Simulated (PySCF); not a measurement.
Species: `FC(F)[SiH2]C/C=C/Cl`. The columns A, B, C and D hold Mulliken, IAO, Hirshfeld and ESP-fitted charges (e) of one PBE0/pcSseg-1 density (PySCF), in a shuffled order. Coordinates in Å (GFN2-xTB); the density's dipole moment is (0.51, -2.35, -0.53) D.

```csv
atom,x,y,z,A,B,C,D
F1,-1.534,1.202,1.363,-0.198,-0.315,-0.310,-0.114
C2,-1.611,1.016,0.014,+0.181,+0.254,+0.187,+0.057
F3,-2.877,1.372,-0.343,-0.209,-0.310,-0.304,-0.117
Si4,-1.270,-0.843,-0.423,+0.350,+0.622,+0.748,+0.344
C5,0.461,-1.212,0.301,-0.373,-0.482,-0.536,-0.149
C6,1.492,-0.318,-0.300,-0.033,-0.157,-0.151,-0.050
C7,2.012,0.719,0.335,-0.303,-0.125,-0.186,-0.037
Cl8,3.173,1.765,-0.388,-0.067,-0.094,-0.030,-0.043
H9,-0.934,1.750,-0.444,+0.108,+0.122,+0.145,+0.038
H10,-1.311,-0.933,-1.882,-0.073,-0.063,-0.114,-0.068
H11,-2.309,-1.637,0.228,-0.057,-0.056,-0.103,-0.065
H12,0.722,-2.251,0.102,+0.155,+0.167,+0.165,+0.051
H13,0.439,-1.075,1.383,+0.138,+0.162,+0.163,+0.051
H14,1.793,-0.540,-1.314,+0.143,+0.127,+0.159,+0.049
H15,1.750,0.993,1.346,+0.239,+0.148,+0.168,+0.055
```

Problem. Which column most likely holds the ESP-fitted charges?

Solution. A. Σ q r misses the density's dipole by 0.06 D (A), 0.74 D (D), 1.69 D (C), 2.07 D (B). Charges fitted to the outside potential are the only set here that is tied to the molecule's multipoles.

Problem. And the Hirshfeld charges?

Solution. D. The mean sizes are 0.086 e (D), 0.175 e (A), 0.214 e (B), 0.231 e (C), and Hirshfeld charges are commonly the smallest of these schemes.

As computed, A = ESP-fitted, B = Mulliken, C = IAO, D = Hirshfeld. Hydrogens on carbon: ESP-fitted +0.11 to +0.24, Mulliken +0.12 to +0.17, IAO +0.15 to +0.17, Hirshfeld +0.04 to +0.06 e.

The IAO scheme counts the electrons in orthogonalised intrinsic atomic orbitals, a minimal basis polarised so that it spans the occupied orbitals exactly. The ESP scheme fits charges at the nuclei, held to the total charge, to the electrostatic potential on points at 1.4 to 2.0 times the van der Waals radii.

Isolated species at its GFN2-xTB geometry (one conformer only).

The run behind these numbers computed NMR shieldings as well. On one thread, Intel Xeon at 2.50 GHz (x86_64), shared host with 64 logical CPUs at a one-minute load of 62, this took 85 s (with the writing of density and orbital grids) and 0.83 GiB of memory at its peak.

The values belong to the conformer `[F:1][CH:2]([F:3])[SiH2:4][CH2:5]/[CH:6]=[CH:7]/[Cl:8]`: F1–C2–Si4–C5 -57°, C2–Si4–C5–C6 -60°, Si4–C5–C6–C7 104°.
